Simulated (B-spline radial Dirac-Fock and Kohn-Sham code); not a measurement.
## X-ray scattering factor of Hf⁶⁺

System: the Hf⁶⁺ ion, 1s2 2s2 2p6 3s2 3p6 3d10 4s2 4p6 4d10 4f13 5s2 5p5.

Model: Dirac-Fock orbitals of the configuration average with a finite nucleus. Program: an atomic code on a B-spline grid. f₀ is the Fourier transform of the spherical electron density, S the Waller-Hartree incoherent function, and s = sin θ/λ. The electron scattering factor follows from the Mott-Bethe formula f_e = 0.023934 Å⁻¹·(Z − f₀)/s².

```tsv
s (Å⁻¹)	f₀	S	f_e (Å)
0	66.000	0.000	–
0.05	65.560	0.447	61.650
0.1	64.285	1.694	18.465
0.15	62.293	3.499	10.325
0.2	59.758	5.589	7.325
0.25	56.871	7.750	5.794
0.3	53.814	9.863	4.836
0.35	50.735	11.882	4.155
0.4	47.744	13.798	3.628
0.45	44.905	15.610	3.202
0.5	42.251	17.319	2.848
0.6	37.514	20.440	2.293
0.7	33.464	23.229	1.882
0.8	29.990	25.774	1.571
0.9	27.015	28.129	1.329
1	24.489	30.322	1.137
1.1	22.371	32.375	0.982
1.2	20.617	34.310	0.854
1.4	17.986	37.865	0.660
1.6	16.149	40.994	0.522
1.8	14.727	43.665	0.423
2	13.480	45.895	0.350
2.5	10.617	50.015	0.235
3	8.231	52.888	0.170
3.5	6.581	55.075	0.128
4	5.572	56.808	0.099
5	4.502	59.356	0.065
6	3.740	61.093	0.045
```

f₀ starts at the number of electrons, 66, and has fallen to half at s ≈ 0.71 Å⁻¹. The sum of ⟨r²⟩ over the electrons is 24.06 bohr². For an ion f_e diverges as s goes to zero, because of the net charge.

Values without a named source are computed, but for edge energies of neutral atoms, which are taken from tables.
